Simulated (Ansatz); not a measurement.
A short molecular-dynamics run on Os₂O₂⁺.

```yaml
crystal:
  periodic: [false, false, false]
  atoms:
    - {symbol: Os, position_ang: [-1.539609, 0.905972, -0.216087]}
    - {symbol: Os, position_ang: [0.354564, -0.436242, 0.436104]}
    - {symbol: O, position_ang: [0.207743, 1.408872, -0.138997]}
    - {symbol: O, position_ang: [0.977312, -1.878592, -0.081020]}
basis:
  gaussian: {orbitals: def2-SVP}
total_charge: 1
magnetization: {spin_polarized: true, initial_magnetization: 1}
hamiltonian: {xc: {name: revPBE}, dispersion: d4}
md: {timestep: 2 fs, n_steps: 15, ensemble: nvt_nose_hoover, temperature: 700, initial_velocities: maxwell_boltzmann, seed: 995}
scf: {omitted_lower_state_checks: [starts]}
```

```sh
$ ansatz run in.yaml --threads 4 --pin off --events-out ev --progress --plain --max-ram 3916MiB
```

| step | time (fs) | potential energy (eV) | kinetic (eV) | T (K) | conserved (eV) |
| --- | --- | --- | --- | --- | --- |
| 0 | 0.0 | -9020.0510 | 0.1810 | 700 | -9019.8701 |
| 1 | 2.0 | -9020.0377 | 0.1679 | 649 | -9019.8698 |
| 2 | 4.0 | -9020.0376 | 0.1676 | 648 | -9019.8700 |
| 3 | 6.0 | -9020.0473 | 0.1767 | 683 | -9019.8706 |
| 4 | 8.0 | -9020.0577 | 0.1865 | 722 | -9019.8712 |
| 5 | 10.0 | -9020.0595 | 0.1881 | 728 | -9019.8715 |
| 6 | 12.0 | -9020.0481 | 0.1768 | 684 | -9019.8714 |
| 7 | 14.0 | -9020.0248 | 0.1539 | 595 | -9019.8710 |
| 8 | 16.0 | -9019.9958 | 0.1254 | 485 | -9019.8705 |
| 9 | 18.0 | -9019.9686 | 0.0987 | 382 | -9019.8701 |
| 10 | 20.0 | -9019.9495 | 0.0799 | 309 | -9019.8699 |
| 11 | 22.0 | -9019.9411 | 0.0714 | 276 | -9019.8700 |
| 12 | 24.0 | -9019.9418 | 0.0720 | 279 | -9019.8703 |
| 13 | 26.0 | -9019.9471 | 0.0770 | 298 | -9019.8707 |
| 14 | 28.0 | -9019.9507 | 0.0805 | 311 | -9019.8710 |
| 15 | 30.0 | -9019.9480 | 0.0780 | 302 | -9019.8711 |

Velocities are drawn at the set temperature; a run this short doesn't reach equilibrium.

In the def2 sets Os takes a core potential; there is no spin–orbit coupling. The charge 1 doublet is spin-contaminated (final ⟨S²⟩ up to 2.31, 0.75 for a pure state).

Frames (Å, forces in eV/Å):

```xyz
4
time=0.0 fs
Os   -1.540    0.906   -0.216   -0.353   -0.684    0.189
Os    0.355   -0.436    0.436   -1.295    0.959    0.705
O     0.208    1.409   -0.139    0.938    1.162   -0.311
O     0.977   -1.879   -0.081    0.711   -1.436   -0.583
4
time=2.0 fs
Os   -1.544    0.910   -0.217   -0.301   -0.726    0.210
Os    0.359   -0.440    0.437   -1.457    1.286    0.736
O     0.202    1.411   -0.139    0.948    1.090   -0.290
O     0.982   -1.879   -0.075    0.810   -1.649   -0.656
4
time=4.0 fs
Os   -1.548    0.913   -0.219   -0.159   -0.746    0.233
Os    0.362   -0.443    0.438   -1.494    1.390    0.641
O     0.199    1.415   -0.140    0.872    0.937   -0.250
O     0.989   -1.883   -0.070    0.781   -1.581   -0.625
4
time=6.0 fs
Os   -1.552    0.916   -0.220    0.059   -0.744    0.258
Os    0.366   -0.447    0.439   -1.410    1.272    0.433
O     0.198    1.422   -0.141    0.722    0.719   -0.195
O     0.998   -1.892   -0.067    0.629   -1.247   -0.496
4
time=8.0 fs
Os   -1.556    0.920   -0.221    0.333   -0.727    0.284
Os    0.369   -0.450    0.440   -1.237    0.990    0.148
O     0.199    1.430   -0.143    0.515    0.458   -0.132
O     1.008   -1.903   -0.065    0.388   -0.721   -0.300
4
time=10.0 fs
Os   -1.560    0.923   -0.222    0.637   -0.699    0.310
Os    0.372   -0.452    0.441   -1.018    0.629   -0.167
O     0.201    1.440   -0.145    0.277    0.179   -0.066
O     1.019   -1.916   -0.064    0.104   -0.110   -0.077
4
time=12.0 fs
Os   -1.564    0.925   -0.223    0.944   -0.665    0.334
Os    0.375   -0.455    0.442   -0.798    0.275   -0.470
O     0.203    1.449   -0.147    0.032   -0.095   -0.002
O     1.031   -1.929   -0.063   -0.177    0.485    0.138
4
time=14.0 fs
Os   -1.568    0.928   -0.224    1.231   -0.631    0.355
Os    0.378   -0.457    0.443   -0.611   -0.010   -0.728
O     0.206    1.459   -0.149   -0.201   -0.346    0.055
O     1.042   -1.941   -0.062   -0.419    0.987    0.318
4
time=16.0 fs
Os   -1.571    0.931   -0.225    1.482   -0.602    0.374
Os    0.380   -0.460    0.444   -0.477   -0.189   -0.924
O     0.208    1.468   -0.151   -0.404   -0.561    0.104
O     1.052   -1.951   -0.060   -0.601    1.352    0.446
4
time=18.0 fs
Os   -1.575    0.933   -0.225    1.682   -0.579    0.389
Os    0.382   -0.462    0.445   -0.409   -0.245   -1.050
O     0.210    1.475   -0.153   -0.564   -0.731    0.143
O     1.060   -1.957   -0.057   -0.709    1.555    0.518
4
time=20.0 fs
Os   -1.577    0.936   -0.226    1.825   -0.568    0.400
Os    0.385   -0.465    0.445   -0.411   -0.171   -1.101
O     0.210    1.481   -0.154   -0.674   -0.851    0.171
O     1.067   -1.960   -0.053   -0.739    1.590    0.530
4
time=22.0 fs
Os   -1.580    0.938   -0.227    1.904   -0.568    0.407
Os    0.387   -0.468    0.445   -0.487    0.034   -1.080
O     0.208    1.485   -0.155   -0.729   -0.920    0.189
O     1.072   -1.959   -0.047   -0.688    1.454    0.484
4
time=24.0 fs
Os   -1.582    0.940   -0.227    1.916   -0.582    0.411
Os    0.389   -0.470    0.445   -0.635    0.365   -0.989
O     0.204    1.486   -0.156   -0.724   -0.936    0.196
O     1.075   -1.954   -0.040   -0.557    1.153    0.382
4
time=26.0 fs
Os   -1.584    0.942   -0.228    1.861   -0.611    0.410
Os    0.391   -0.473    0.445   -0.851    0.808   -0.835
O     0.199    1.486   -0.156   -0.659   -0.901    0.193
O     1.077   -1.947   -0.032   -0.352    0.704    0.232
4
time=28.0 fs
Os   -1.585    0.944   -0.228    1.739   -0.655    0.406
Os    0.393   -0.475    0.445   -1.118    1.331   -0.634
O     0.192    1.483   -0.156   -0.532   -0.817    0.181
O     1.079   -1.937   -0.024   -0.088    0.141    0.046
4
time=30.0 fs
Os   -1.586    0.946   -0.228    1.552   -0.713    0.399
Os    0.394   -0.478    0.444   -1.410    1.873   -0.407
O     0.184    1.478   -0.155   -0.346   -0.689    0.162
O     1.080   -1.928   -0.016    0.204   -0.470   -0.155
```

It took 39 s on 4 threads of Arm Neoverse V1 on a shared host.
